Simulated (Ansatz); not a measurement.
Relaxation of GeH4 (5 atoms, charge 0, multiplicity 1), to a largest force component of 0.02 eV/Å in at most 40 steps.

Level of theory: RKS BHLYP-D4/def2-SVPD in Ansatz 0.2.0.

```xyz
5
Properties=species:S:1:pos:R:3
Ge 0.000 0.000 0.000
H 0.000 0.000 1.550
H 1.462 0.000 -0.516
H -0.730 1.265 -0.516
H -0.730 -1.265 -0.516
```

Question: Where does it end, and by what steps?

Answer: The run converged. After 2 steps the energy has fallen by 0.016 eV; H3 moved furthest, 0.02 Å.

```json
{"step": "0", "energy less start (eV)": "0.0000", "largest force component (eV/Å)": "0.379", "accepted": "yes"}
{"step": "1", "energy less start (eV)": "-0.0159", "largest force component (eV/Å)": "0.024", "accepted": "yes"}
{"step": "2", "energy less start (eV)": "-0.0160", "largest force component (eV/Å)": "0.000", "accepted": "yes"}
```

```xyz
5
Properties=species:S:1:pos:R:3
Ge 0.000 0.000 0.000
H 0.000 0.000 1.529
H 1.441 0.000 -0.509
H -0.720 1.248 -0.509
H -0.720 -1.248 -0.509
```

Whether the end is a true minimum wasn't checked by a vibrational analysis.

Time of the run: 6.7 s on 1 thread of Arm Neoverse V1, on a shared host, peak memory 0.12 GiB.
